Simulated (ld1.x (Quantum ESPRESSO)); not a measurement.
**Ranking ultrasoft potentials for Ti (Z = 22)**

All share these settings but for the change named:

titanium (Ti), ultrasoft, made with ld1.x (Quantum ESPRESSO) 7.5 (LDA (PZ), fully relativistic). Core [Ar], reference 3d2 4s2 4p0. Waves: 4s (bound): rcut 2.65, rcutus 2.80 bohr; 4s channel at 4.55 Ry: rcut 2.65, rcutus 2.80 bohr; 4p (bound, empty): rcut 3.35, rcutus 4.25 bohr; 4p channel at 0.2 Ry: rcut 3.35, rcutus 4.25 bohr; 3d (bound): rcut 1.70, rcutus 2.30 bohr; 3d channel at 0.55 Ry: rcut 1.70, rcutus 2.30 bohr. Local part: all-electron potential smoothed inside 3.40 bohr (lloc = -1). Core correction: a·sin(br)/r model core inside 1.15 bohr. Augmentation charge: PSQ, inside the norm-conserving radii.

Open shells are filled in proportion to 2j + 1 (rel_dist='average').

Cutoff: the first of the cutoffs (Ry, on a coarse ladder) from which the occupation-weighted sum of valence levels, in a spherical-Bessel basis at the reference potential, stays within 10 and 1 mRy of its value at 400 Ry; the density cutoff is not measured.

The base gives 18 Ry.

Of 6 variants that were run, those that failed, showed a ghost or another fault, or gave nearly equal values are left out.

A variant can come out equal or close to the base.

(1) Rank these variants from softest to hardest (loose cutoff).
A. all radii but the core radius scaled by about 1.24 (s 3.46, p 5.26, d 2.84 bohr, rcut 3.28/4.14/2.10); local potential all-electron potential smoothed inside 4.20 bohr (lloc = -1)
B. waves 3d (bound): rcut 1.70, rcutus 2.04 bohr; 3d channel at 0.55 Ry: rcut 1.70, rcutus 2.04 bohr
C. waves 4p (bound): rcut 3.35, rcutus 5.20 bohr; 4p channel at 0.2 Ry: rcut 3.35, rcutus 5.20 bohr

Results:

(1) A (10 Ry), C (18 Ry), B (21 Ry).
